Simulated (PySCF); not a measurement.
**Energy of Ni⁺ (nickel, charge +1) between two integer charges**

The 3d beta orbital of [Ar] 3d9 is emptied in steps (occupation f), with all orbitals relaxed, ending at [Ar] 3d8. All numbers are calculated (PySCF 2.14, no relativity, point nucleus, in def2-TZVPPD (6s6p4d2f1g, 67 functions)). The exact energy is a straight line in f; departures are measured from the line between the end points of the same method.

```json
{"f": "1", "wB97X (eV)": "0.000", "CAM-B3LYP (eV)": "0.000"}
{"f": "0.9", "wB97X (eV)": "-0.156", "CAM-B3LYP (eV)": "-0.259"}
{"f": "0.7", "wB97X (eV)": "-0.378", "CAM-B3LYP (eV)": "-0.621"}
{"f": "0.5", "wB97X (eV)": "-0.466", "CAM-B3LYP (eV)": "-0.758"}
{"f": "0.3", "wB97X (eV)": "-0.403", "CAM-B3LYP (eV)": "-0.651"}
{"f": "0.1", "wB97X (eV)": "-0.177", "CAM-B3LYP (eV)": "-0.285"}
{"f": "0", "wB97X (eV)": "0.000", "CAM-B3LYP (eV)": "0.000"}
```

```
   method  E(f=0) − E(f=1) (eV)  −ε at f=1 (eV)  −ε at f=0.5 (eV)
    wB97X                18.462          16.769            18.388
CAM-B3LYP                18.685          15.847            18.597
```

Orbital energy along the path (eV):

```
  f    wB97X  CAM-B3LYP
  1  -16.769    -15.847
0.9  -17.044    -16.345
0.7  -17.672    -17.423
0.5  -18.388    -18.597
0.3  -19.176    -19.854
0.1  -20.016    -21.187
  0  -20.437    -21.883
```

Reference removal energy between the ground levels: 18.169 eV (measured; NIST Atomic Spectra Database, ionization energies). The calculation has no spin-orbit coupling. The determinant left behind need not be the lowest term of the ion.
